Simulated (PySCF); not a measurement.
Potential energy surface of H2Se, singlet: map of symmetric stretch and bend. Scanned: Se-H bond length and H-Se-H angle.

Cartesian coordinates as functions of the variables (Å; names that start with a are angles):
```
Se  0  0  0
H  r*sin(a/2)  0  r*cos(a/2)
H  -r*sin(a/2)  0  r*cos(a/2)
```

Computed with MP2 on RHF/cc-pVDZ, 9 core orbitals frozen (PySCF).

Energy in kJ/mol above the lowest grid point; x is the Se-H bond length (Å), y the H-Se-H angle (°).

```csv
y \ x,1.24,1.31,1.39,1.46,1.53,1.61,1.68,1.75,1.83,1.90,1.97
180,440.3,363.9,328.5,329.5,351.2,392.9,438.6,488.4,531.6,564.0,594.1
170,427.9,349.7,311.6,309.2,325.7,358.2,391.8,426.7,466.3,500.6,534.3
160,393.9,311.7,268.2,260.4,271.2,297.8,328.3,362.7,404.4,441.8,479.4
150,346.8,260.7,213.0,202.0,210.5,236.0,267.1,303.3,348.2,389.1,430.3
140,295.9,207.0,156.9,144.8,153.1,179.4,212.3,250.9,299.1,343.2,387.7
130,248.2,157.6,106.5,94.1,103.0,130.8,165.5,206.4,257.7,304.5,351.9
120,208.6,116.8,65.0,52.8,62.3,91.5,127.9,170.8,224.5,273.6,323.2
110,180.0,87.2,34.8,22.6,32.5,62.7,100.2,144.5,199.9,250.6,301.9
100,164.8,70.6,17.3,4.7,14.5,45.0,83.1,128.0,184.4,236.1,288.3
90,164.3,68.4,13.6,0.0,9.2,39.2,77.0,121.9,178.4,230.1,282.6
80,179.5,81.3,24.2,9.0,16.8,45.4,82.2,126.2,181.8,232.9,284.6
70,211.1,109.7,49.3,31.4,36.9,63.1,98.0,140.3,194.1,243.7,294.0
```

Points that lie below all their neighbours on the grid: x = 1.46, y = 90 (0.0 kJ/mol).
